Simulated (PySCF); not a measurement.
## C₆ coefficients of unlike pairs at PBE0

Calculated with PySCF 2.14 from the dipole response of each species, C₆(A,B) = (3/π) ∫ α_A(iu) α_B(iu) du, in atomic units, from isotropic polarisabilities. For ions this is the dispersion term alone; charge-induced terms of lower order in 1/R come first.

```json
{"species": "S³⁺", "configuration": "[Ne] 3s2 3p1 (2P)", "basis": "aug-cc-pV(T+d)Z (6s5p4d2f)", "relativity": "none", "α (bohr³)": "5.398", "C₆ (like pair)": "14.39"}
{"species": "S", "configuration": "[Ne] 3s2 3p4 (3P)", "basis": "dyall-av3z (19s12p3d2f)", "relativity": "spin-free X2C", "α (bohr³)": "19.73", "C₆ (like pair)": "136.0"}
{"species": "Ag³⁺", "configuration": "[Kr] 4d8 (3F)", "basis": "aug-cc-pVDZ-PP with ECP28MDF (5s5p4d2f)", "relativity": "core potential", "α (bohr³)": "3.849", "C₆ (like pair)": "17.28"}
{"species": "Os⁺", "configuration": "[Xe] 4f14 5d6 6s1 (6D)", "basis": "def2-TZVPPD with the def2 core potential (60 electrons) (6s5p3d2f1g)", "relativity": "core potential", "α (bohr³)": "24.97", "C₆ (like pair)": "195.9"}
```

Question: Estimate C₆ for Ag³⁺ with S.

Answer: The integral gives 41.17. The combination rule 2 C_A C_B / (C_A α_B/α_A + C_B α_A/α_B) gives 40.82 and the geometric mean 48.47.

No spin-orbit coupling is included.

The other pairs:

```tsv
pair	C₆
Os⁺, S³⁺	52.44
Os⁺, S	162.0
Os⁺, Ag³⁺	51.68
Ag³⁺, S³⁺	14.44
S, S³⁺	43.65
```
